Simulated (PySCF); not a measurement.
Run record: geometry optimisation, 2-(methylthio)thiophene (`c1ccsc1SC`).

Computed with PBE0-D3(BJ)/def2-SVP geometry optimisation, gas phase (PySCF 2.14.0). Start geometry: GFN2-xTB. The input is one job of a driver script: a line of settings, then coordinates in Å.

Input:
```
{"job": {"xc": "PBE0", "basis": "def2-SVP", "d3": "d3bj", "grid": 2, "kind": "geom"}, "charge": 0, "multiplicity": 1}
C      2.597357    -0.143165     0.575159
S      1.709378    -0.259491    -1.002840
C      0.054461    -0.060699    -0.472267
C     -1.043774    -0.071632    -1.281385
C     -2.245899     0.114357    -0.565689
C     -2.051303     0.263682     0.767489
S     -0.383953     0.182299     1.191263
H      2.268863    -0.939566     1.236627
H      2.413665     0.828131     1.025260
H      3.650779    -0.257560     0.341717
H     -0.984506    -0.208021    -2.345224
H     -3.215080     0.134905    -1.030734
H     -2.774376     0.417246     1.542896
```

Output:
```
step   0  E = -989.62201890  max force = 0.012954
step   1  E = -989.62368610  max force = 0.001861
step   2  E = -989.62369639  max force = 0.001285
step   3  E = -989.62370481  max force = 0.000710
step   4  E = -989.62370284  max force = 0.000989
step   5  E = -989.62370687  max force = 0.000271
optimisation converged
```

Energies in Eh; «max force» is the largest Cartesian gradient component in Eh/bohr.

Task: Give the first gradient maximum in eV/Å.

Result: With 1 Eh/bohr = 51.422 eV/Å, 0.666 eV/Å.

Summary of the converged run: final energy -989.62371 Eh after 5 steps; dipole 0.97 D.

Task: Give the final coordinates.

Result: 0.028 Å rms from the input after alignment:
```
atom  x, y, z in Å
C1     2.6303   -0.0899    0.4131
S2     1.7387   -0.2065   -1.1470
C3     0.0816   -0.0087   -0.6228
C4    -1.0228   -0.0199   -1.4449
C5    -2.2378    0.1665   -0.7301
C6    -2.0482    0.3163    0.6167
S7    -0.3792    0.2312    1.0303
H8     2.3344   -0.8923    1.1053
H9     2.4797    0.8906    0.8889
H10    3.6937   -0.2068    0.1639
H11   -0.9583   -0.1575   -2.5250
H12   -3.2214    0.1886   -1.2016
H13   -2.7925    0.4722    1.3960
```

Task: How long does this job take on one thread of an Arm Neoverse V2, on a shared host? And the peak memory of the process?

Result: About 37 s, with 0.69 GiB resident at the peak, the Python interpreter and its libraries included.
Labels such as C1 count atoms from 1, the log's own numbers from 0.
